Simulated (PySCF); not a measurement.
**How methods differ on the excitation energy of Sb**

Sb [Kr] 4d10 5s2 5p3 (4S) → Sb [Kr] 4d10 5s2 5p2 6s1, s spin flipped, as a difference of total energies. Calculation: PySCF 2.14, in aug-cc-pVDZ-PP with ECP28MDF; a scalar-relativistic core potential. Correlated levels: valence: 4s2 4p6 4d10 frozen. The calculations carry no spin-orbit coupling.

```
           method  excitation energy (cm⁻¹)
              UHF                     49173
    MP2 (valence)                     49604
SCS-MP2 (valence)                     48785
```

The upper determinant mixes two multiplicities, so it lies between the two terms.

The promoted electron is Rydberg-like, and one or two diffuse shells describe it only roughly, which tends to raise the upper state.
